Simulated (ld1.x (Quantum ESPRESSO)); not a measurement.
## What one change does to a pseudopotential (bismuth (Bi), PAW)

```
Element                 : bismuth
Generator               : ld1.x (Quantum ESPRESSO) 7.5
Type                    : PAW
Functional              : PBEsol
Relativity              : scalar-relativistic
Frozen core             : [Kr] 4d10 4f14
Valence charge          : 23
Reference configuration : 5s2 5p6 5d10 6s2 6p3
Partial waves           : 5s (bound): rcut 1.15, rcutus 1.45 bohr; 6s (bound): rcut 1.15, rcutus 1.45 bohr; 5p (bound): rcut 1.55, rcutus 1.85 bohr; 6p (bound): rcut 1.55, rcutus 1.85 bohr; 5d (bound): rcut 0.90, rcutus 1.05 bohr; 5d channel at 0.9 Ry: rcut 0.90, rcutus 1.05 bohr
Local potential         : all-electron potential smoothed inside 0.80 bohr (lloc = -1)
Core correction         : Bessel-smoothed model core, default radius (core density twice the valence density)
Augmentation charge     : BESSEL, radius 0.70 bohr
```

Change: functional PBE.

Cutoffs: the cutoffs (Ry, on a coarse ladder) from which the occupation-weighted sum of valence levels, in a spherical-Bessel basis at the reference potential, stays within 10 and 1 mRy of its value at 400 Ry; they do not see the model core or the augmentation charge, which bear on the density cutoff. Errors are all-electron minus pseudo energies relative to the spin-unpolarised reference configuration.

Problem. What does the change do?

Solution. The potential gets neither clearly harder nor softer (100 Ry and 180 Ry → 100 Ry and 180 Ry); both files keep a bound ghost (s); of the 7 tests that both files solve, the error grows in 3 and shrinks in 1 by more than 15 % and 0.3 meV (median size 12.2 → 13.3 meV).

```tsv
quantity	base	changed
cutoff, loose	100 Ry	100 Ry
cutoff, tight	180 Ry	180 Ry
bound ghosts	s	s
error for 5s2 5p6 5d10 6s2 6p2, meV [ΔE 7.95 → 7.91 eV]	-0.6	-1.3
error for 5s2 5p6 5d10 6s2 6p1, meV [ΔE 23.24 → 23.16 eV]	-0.9	-4.9
error for 5s2 5p6 5d10 6s2 6p0, meV [ΔE 46.60 → 46.50 eV]	-33	-33
error for 5s2 5p6 5d10 6s1 6p4, meV [ΔE 10.12 → 10.08 eV]	-12	-13
error for 5s2 5p6 5d10 6s0 6p5, meV [ΔE 20.57 → 20.50 eV]	-38	-41
error for 5s2 5p6 5d10 6s2 6p2.5, meV [ΔE 3.11 → 3.10 eV]	-0.5	-0.9
error for 5s2 5p6 5d9 6s2 6p4, meV [ΔE 24.16 → 24.21 eV]	+102	+73
s: phases at 1.99 bohr within 0.05 rad from the reference energy up to (Ry; the scan ends near 5)	to the end of the scan	to the end of the scan
p: phases at 1.99 bohr within 0.05 rad from the reference energy up to (Ry; the scan ends near 5)	0.2	0.3
d: phases at 1.99 bohr within 0.05 rad from the reference energy up to (Ry; the scan ends near 5)	to the end of the scan	to the end of the scan
lowest overlap eigenvalue by channel	s 0.06, p 0.65, d 0.70	s 0.06, p 0.65, d 0.70
```

 A true bound ghost makes a file unfit for plane-wave use even where its test errors are small: the radial tests pick states by their node count and pass the ghost by.
